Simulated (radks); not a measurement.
The krypton ion Kr34+, 2 electrons, occupied as [He] (the NIST ground configuration). Calculated with a radial shooting solver on a logarithmic mesh with Libxc functionals: Dirac Kohn-Sham, PBEsol, spin-unpolarised, spherical densities, finite nucleus; Fermi nuclear charge, rms radius 4.1884 fm.

Normalised radial functions P(r) = r R(r) (large component), r in bohr:

r          1s1/2
0.00186   0.8173
0.002461  1.0479
0.003283  1.3433
0.004378  1.7051
0.005839  2.1360
0.007726  2.6150
0.01031   3.1473
0.01374   3.6730
0.01819   4.1041
0.02426   4.3610
0.03235   4.3122
0.04315   3.8750
0.05709   3.0922
0.07614   2.0764
0.1016    1.1148
0.1344    0.4578
0.1792    0.1241
0.239     0.0199
0.3188    0.0016
0.4218    0.0001
0.5626    0.0000

1s1/2: eigenvalue -17080.2 eV, 0 radial nodes, <r> = 0.0412 bohr, 90 % of the charge inside 0.0735 bohr.
